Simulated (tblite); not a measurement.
A tight-binding relaxation on `C1=C(C2(C=C1)CCC2)[Se]C`.

Computed with GFN2-xTB geometry optimisation, gas phase (tblite 0.8.0). Start geometry: from a force field or distance geometry. The input is one job of a driver script: a line of settings, then coordinates in Å.

Input:
```
{"job": {"kind": "relax", "xc": "GFN2-xTB", "basis": "xTB"}, "charge": 0, "multiplicity": 1}
C      2.740000     1.185800     0.729500
Se     1.411800     0.228900     1.786500
C      0.682600    -0.642800     0.247900
C      1.233600    -1.661000    -0.379700
C      0.382700    -2.087400    -1.471300
C     -0.699600    -1.318000    -1.524600
C     -0.635400    -0.314400    -0.414400
C     -1.850000    -0.284400     0.507600
C     -2.091400     1.161900     0.102700
C     -0.877100     1.132300    -0.808600
H      2.223800     1.845200    -0.006100
H      3.353900     1.807400     1.403900
H      3.376800     0.468200     0.204600
H      2.180400    -2.122800    -0.095100
H      0.589500    -2.887800    -2.161600
H     -1.494400    -1.415400    -2.235300
H     -2.679300    -0.954600     0.172900
H     -1.612400    -0.397400     1.583100
H     -1.973100     1.871100     0.960300
H     -3.040600     1.302000    -0.455300
H     -0.085500     1.839600    -0.466500
H     -1.146900     1.263000    -1.882600
```

Task: Give the output.

Result: 
```
step      E/eV     max force
  0    -775.39673    1.859
  1    -775.52242    1.168
  2    -775.56808    0.545
  3    -775.60273    0.408
  4    -775.62274    0.364
  5    -775.63934    0.260
  6    -775.64723    0.160
  7    -775.65107    0.128
  8    -775.65308    0.103
  9    -775.65461    0.097
... (133 lines left out)
143    -775.81326    0.028
144    -775.81344    0.027
145    -775.81356    0.025
146    -775.81364    0.023
147    -775.81371    0.017
148    -775.81379    0.020
149    -775.81383    0.019
150    -775.81387    0.013
151    -775.81390    0.011
152    -775.81392    0.008
```

«max force» is the largest atomic force in eV/Å.

Task: From which step on does the largest force stay under 0.1 eV/Å, and how much energy is left to gain from there?

Result: From step 85 (0.052 eV/Å), 15.4 meV above the end.

Summary of the converged run: energy lowered by 9.6 kcal/mol over 152 steps; largest atomic force 0.008 eV/Å at the end.

Task: Where do the atoms end?

Result: 0.834 Å rms from the input after alignment:
```
atom  x, y, z in Å
C1     3.2846    0.6603    1.0837
Se2    1.4145    1.1964    1.0685
C3     0.7346   -0.1026   -0.1180
C4     1.3847   -1.0925   -0.7607
C5     0.4294   -1.8301   -1.5574
C6    -0.7906   -1.2990   -1.4044
C7    -0.7231   -0.1390   -0.4682
C8    -1.7548   -0.1514    0.6865
C9    -2.5820    0.9110   -0.0446
C10   -1.3895    1.1648   -0.9724
H11    3.6911    0.7498    0.0797
H12    3.8049    1.3338    1.7593
H13    3.3603   -0.3624    1.4435
H14    2.4329   -1.3266   -0.7162
H15    0.6957   -2.6737   -2.1699
H16   -1.7081   -1.6196   -1.8616
H17   -2.2321   -1.1102    0.8743
H18   -1.3134    0.2242    1.6098
H19   -2.9124    1.7567    0.5540
H20   -3.4376    0.4888   -0.5676
H21   -0.8081    2.0395   -0.6801
H22   -1.5915    1.2013   -2.0403
```

On an Arm Neoverse V2 with one thread, no GPU, on a shared host, this took 1.2 s.
Labels such as C1 count atoms from 1, the log's own numbers from 0.
